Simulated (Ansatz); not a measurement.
Reaction (ligand exchange at the Si–O bond): `O[SiH2]O[SiH2]O` + `C[SiH2]O` → `C[SiH2]O[SiH2]O` + `O[SiH2]O`

Isolated molecules relaxed with PBE0-D4/def2-TZVP in Ansatz; ΔE leaves out vibrations. CBS: MP2 limit from def2 TZ/QZ plus the TZ coupled-cluster correction, frozen cores. This one scheme is used for every species. Functionals use def2-TZVPP. B3LYP here is the variant with VWN-RPA as its local correlation; programs differ in this. One conformer a species, not always the lowest.

**Question.** Is it downhill or uphill in electronic energy at CCSD(T)/CBS, and by how much? (Estimate.)

**Answer.** Computed: Downhill: ΔE = -3.7 kJ/mol.

**Question.** What do these levels give: PBE0-D4, B3LYP-D4, B2PLYP, r2SCAN, B3LYP, MP2/def2-QZVPP? (Best estimate.)

**Answer.** Computed: PBE0-D4 -3.7, B3LYP-D4 -3.8, B2PLYP -3.6, r2SCAN -2.9, B3LYP -3.5, MP2/def2-QZVPP -4.0 kJ/mol.

Largest T1 diagnostic among the species: 0.012.
